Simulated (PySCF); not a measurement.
# Multinuclear NMR of C$_{4}$H$_{11}$NO$_{3}$Si$_{2}$

Bonds (- single, = double, # triple, : aromatic): C1=N2, N2-Si3, Si3-Si4, Si4-O5, O5-C6, Si4-C7, C7=O8, C7-O9, O9-C10. C1 carries H11, H12; Si3 carries H13, H14; Si4 carries H15; C6 carries H16, H17, H18; C10 carries H19, H20, H21. Stereochemistry as in C=N[SiH2][Si@H](OC)C(=O)OC. H11 is cis to Si3; H13 is pro-R; H14 is pro-S; H12 is trans to Si3.

No solvent model, one averaged value for each set of equivalent atoms, one computed conformer, non-relativistic. GIAO PBE0/pcSseg-1 shieldings; geometry: GFN2-xTB; PySCF 2.14.0 with density-fitted response routines.

(1) Where does ²⁹Si resonate?

(2) What are the ¹⁵N shifts?

(3) Predict the ¹⁷O NMR data.

Results:

(1) 
```tsv
atoms	environment	σ (ppm)	δ (ppm)
Si4	silicon bonded to C, O, Si, H	384.0	-35.7
Si3	silicon bonded to N, Si, 2 H	406.9	-54.5
```

Shieldings were converted by a linear fit to measured shifts: ²⁹Si: δ = 279.94 − 0.822σ (rms 8.9 ppm, 72 shifts, 25.8 ppm with the 6 outliers that the fit left out vs TMS, solution or neat liquid). A few per cent of atoms miss by over 2 rms, more outside the fitted compound classes.

On a 500 MHz spectrometer ²⁹Si resonates near 99.3 MHz, so 1 ppm is 99.3 Hz.

(2) 
```tsv
atoms	environment	σ (ppm)	δ (ppm)
N2	imine nitrogen	-140.8	-18.4
```

Shieldings were converted by a linear fit to measured shifts: ¹⁵N: δ = -148.07 − 0.921σ (rms 6.3 ppm, 71 shifts vs CH3NO2, solution or neat liquid). A few per cent of atoms miss by over 2 rms, more outside the fitted compound classes.

On a 300 MHz spectrometer ¹⁵N resonates near 30.4 MHz, so 1 ppm is 30.4 Hz.

(3) 
```
atoms             environment  σ (ppm)  δ (ppm)
   O8   ester carbonyl oxygen   -171.6    423.0
   O9     ester alkoxy oxygen    114.5    162.4
   O5  oxygen bonded to C, Si    338.5    -41.7
```

Shieldings were converted by a linear fit to measured shifts: ¹⁷O (scatter 10.7 ppm rms, 12.2 ppm with the 3 outliers that the fit left out vs liquid water, solution or neat liquid). A few per cent of atoms miss by over 2 rms, more outside the fitted compound classes.

On a 300 MHz spectrometer ¹⁷O resonates near 40.7 MHz, so 1 ppm is 40.7 Hz.
